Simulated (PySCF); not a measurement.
# Krypton: a sound run and one with changed settings

Sound run: Kr+ [Ar] 3d10 4s2 4p5, Kr(2+) [Ar] 3d10 4s2 4p4. Computed with PySCF 2.14 in cc-pVDZ-PP with ECP10MDF (4s3p2d, 23 functions), with scalar relativity through the core potential. In the sound run the correlated levels freeze 3s2 3p6 3d10 outside the core potential. The sound run starts from symmetry-adapted Hartree-Fock orbitals and uses a fine grid where one is needed.

A second run was set up differently.

```
species  method  sound run (hartree)  changed run (hartree)  converged
    Kr+     MP2           -461.78913             -461.80856        yes
 Kr(2+)     MP2           -460.91384             -460.93221        yes
```

Ionisation energy of Kr+:

| method | sound run (eV) | changed run (eV) |
| --- | --- | --- |
| UHF | 23.267 | 23.267 |
| MP2 | 23.818 | 23.847 |
| SCS-MP2 | 23.788 | 23.805 |

Problem. What was changed?
A. all electrons correlated in a valence basis
B. a valence shell is frozen
C. basis contracted for another Hamiltonian
D. level shift left on

Solution. A. A valence basis has no tight correlating functions, so it recovers only part of the core correlation, and not evenly between atom and ion.
